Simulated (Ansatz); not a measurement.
The Ansatz (a program for electronic structure) input:
Ansatz 0.2 input:
```yaml
crystal:
  periodic: [false, false, false]
  atoms:
    - {symbol: Cl, position_ang: [-0.00000000, -0.00000000, -0.07393369]}
    - {symbol: H, position_ang: [0.00000000, 0.00000000, 1.25687273]}
basis:
  gaussian:
    orbitals: pcseg-1.json
    fitting: {mean_field: cc-pVTZ-JKFIT, correlation: cc-pVTZ-RIFIT}
total_charge: 1
magnetization: {spin_polarized: true, initial_magnetization: 1}
correlation: {method: ccsd_t}
```
The basis file holds pcseg-1 in the JSON format of the Basis Set Exchange.

What T1 diagnostic does CCSD(T)/pcseg-1 run with Ansatz give?

0.007

Predict the MP2 correlation energy from CCSD(T)/pcseg-1.

-0.1125 Eh

Give the total energy at the level CCSD(T)/pcseg-1.

-459.7610 Eh

Give the coupled-cluster correlation energy (without the perturbative part) at the level CCSD(T)/pcseg-1.

-0.1329 Eh

Predict the number of basis functions from CCSD(T)/pcseg-1.

23
